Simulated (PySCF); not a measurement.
A species of formula CH6ClFSi2 has this rotational fingerprint, computed with B3LYP/def2-SVPD in PySCF (dipole) on a GFN2-xTB geometry, gas phase:

```
Rotational constants : A = 2237, B = 1769, C = 1063 MHz
Dipole components    : |μa| = 0.19 D, |μb| = 0.33 D, |μc| = 0.09 D
Inertial defect      : -36.25 u·Å²
κ                    : 0.20
```

Question: Which candidate fits, each taken in the one conformer that was computed?
A. `[F:1][SiH2:2][CH2:3][SiH2:4][Cl:5]` with F1–Si2–C3–Si4 51°, Si2–C3–Si4–Cl5 177°
B. `[F:1][SiH2:2][SiH2:3][CH2:4][Cl:5]` with F1–Si2–Si3–C4 55°, Si2–Si3–C4–Cl5 177°
C. `[F:1][CH2:2][Si@H:3]([SiH3:4])[Cl:5]` with F1–C2–Si3–Si4 -57°
D. `[F:1][Si@H:2]([Cl:3])[CH2:4][SiH3:5]` with F1–Si2–C4–Si5 54°
E. `[F:1][Si@@H:2]([SiH3:3])[CH2:4][Cl:5]` with F1–Si2–C4–Cl5 -175°

Answer: C. It is FC[Si@H]([SiH3])Cl, an asymmetric top, point group C1. The candidates at the same level (rigid rotor, commonest isotopes):

```csv
SMILES,A (MHz),B (MHz),C (MHz),μa (D),μb (D),μc (D),Δ (u·Å²),point group,rotor
F[SiH2][SiH2]CCl,6626,853.9,793.9,0.93,0.89,0.88,-31.50,C1,near-prolate asymmetric top
F[Si@@H]([SiH3])CCl,2812,1512,1052,0.19,0.21,0.07,-33.47,C1,asymmetric top
F[SiH2]C[SiH2]Cl,7583,892.5,839.2,0.70,1.56,0.42,-30.71,C1,near-prolate asymmetric top
F[Si@H](Cl)C[SiH3],3261,1482,1246,1.03,0.18,1.91,-90.54,C1,asymmetric top
FC[Si@H]([SiH3])Cl,2237,1769,1063,0.19,0.33,0.09,-36.25,C1,asymmetric top
```

`F[Si@@H]([SiH3])CCl` has A 26 % too high; `F[SiH2]C[SiH2]Cl` has A 239 % too high; `F[Si@H](Cl)C[SiH3]` has A 46 % too high; `F[SiH2][SiH2]CCl` has A 196 % too high. No structure here is proved a minimum.
